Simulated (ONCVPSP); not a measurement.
platinum: excitation energies, all-electron against ONCV

Pt, optimised norm-conserving Vanderbilt (ONCV), made with ONCVPSP 4.0.1 (LDA (Perdew-Zunger), fully relativistic). Core [Kr] 4d10 4f14 5s2, reference 5p6 5d9 6s1. Waves: 6s: rc 2.35 bohr, ncon 3, nbas 7, qcut 3.1 1/bohr, 2 projectors, debl 2.3 Ha; 5p: rc 1.45 bohr, ncon 5, nbas 9, qcut 8.5 1/bohr, 2 projectors, debl 3.6 Ha; 5d: rc 2.35 bohr, ncon 3, nbas 7, qcut 5.4 1/bohr, 2 projectors, debl 1 Ha. Local part: polynomial inside 1.40 bohr (lpopt 5, dvloc0 0 Ha). Core correction: Teter function, fcfact 3, rcfact 1.

Open shells are filled in proportion to 2j + 1.

Energies are relative to the spin-unpolarised reference configuration 5p6 5d9 6s1; without spin polarisation the order of configurations can differ from experiment.

Problem. Give the all-electron excitation energy and the error of the potential for: 5p6 5d9 6s0; 5p6 5d8 6s0; 5p6 5d7 6s0; 5p6 5d9.5 6s0.5.

Solution.

```json
{"valence configuration": "5p6 5d9 6s0", "charge": "+1", "ΔE all-electron (eV)": "9.558", "error AE − PS (meV)": "-3.1"}
{"valence configuration": "5p6 5d8 6s0", "charge": "+2", "ΔE all-electron (eV)": "29.834", "error AE − PS (meV)": "+8.5"}
{"valence configuration": "5p6 5d7 6s0", "charge": "+3", "ΔE all-electron (eV)": "62.344", "error AE − PS (meV)": "+114"}
{"valence configuration": "5p6 5d9.5 6s0.5", "charge": "0", "ΔE all-electron (eV)": "-0.097", "error AE − PS (meV)": "+4.0"}
```

Levels in the configuration 5p6 5d7 6s0:

```csv
level,all-electron (eV),pseudo (eV)
5p j=3/2,-86.904,-86.746
5p j=1/2,-102.290,-102.098
5d j=5/2,-38.379,-38.210
5d j=3/2,-40.034,-39.839
```

Note: ghosts flagged at negative energy: s at -99.9 eV; GHOST(+) flagged for d5/2 at 369.9 eV, d3/2 at 432.6 eV. A true bound ghost makes a file unfit for plane-wave use.
